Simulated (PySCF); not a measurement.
Problem. Give a PBE0-D3(BJ)/def2-SVP geometry of `CC#C[C@@H]1SCSC[C@H]1F`.

Solution. 
```
atom  x, y, z in Å
C1     3.2905    0.5594    1.1127
C2     2.1602    0.1235    0.3109
C3     1.2196   -0.2453   -0.3591
C4     0.0789   -0.6743   -1.1496
S5    -0.7581    0.7464   -1.9512
C6    -1.0994    1.7028   -0.4587
S7    -1.7402    0.7311    0.9579
C8    -2.1495   -0.8175    0.1245
C9    -0.9189   -1.5578   -0.3657
F10   -1.3486   -2.5676   -1.1996
H11    3.1504    0.2942    2.1722
H12    4.2265    0.0929    0.7682
H13    3.4193    1.6515    1.0545
H14    0.4210   -1.2948   -1.9942
H15   -0.1820    2.1985   -0.1080
H16   -1.8301    2.4694   -0.7576
H17   -2.8168   -0.6337   -0.7305
H18   -2.6947   -1.4262    0.8600
H19   -0.3795   -2.0198    0.4782
```

Any rigid rotation of these coordinates is as good. Atoms count from 1 in this order. The 6-membered ring C4–S5–C6–S7–C8–C9 has internal angles of 97.8° to 115.1° (sum 651°, against 720° for a flat polygon); it is puckered, 0.41 Å rms from its mean plane, widest ring torsion 72°. The 5 C–C bonds span 1.212 Å (C2≡C3, drawn triple) to 1.546 Å (C4–C9, drawn single), a spread of 0.334 Å. The C–S distances run from 1.805 Å (S5–C6, drawn single) to 1.833 Å (C6–S7, drawn single), a spread of 0.028 Å. Of the pairs four or more bonds apart, S5···H17 is among the closest relative to their van der Waals radii: 2.76 Å, 92 % of the sum of Bondi's values.

Bonds between heavy atoms (Å): C1–C2 1.453, C2≡C3 1.212, C3–C4 1.453, C4–S5 1.833, S5–C6 1.805, C6–S7 1.833, S7–C8 1.806, C8–C9 1.518, C9–F10 1.378, C4–C9 1.546.

Level of theory: PBE0-D3(BJ)/def2-SVP geometry optimisation, gas phase (PySCF).

Point group: C1 (no symmetry element, even within 0.4 Å). No PBE0-D3(BJ)/def2-SVP frequencies stand behind this structure, so it isn't proved a minimum. The numbers are those of one conformer (C3–C4–S5–C6 -57°, C4–S5–C6–S7 -44°, S5–C6–S7–C8 -13°, C6–S7–C8–C9 68°).
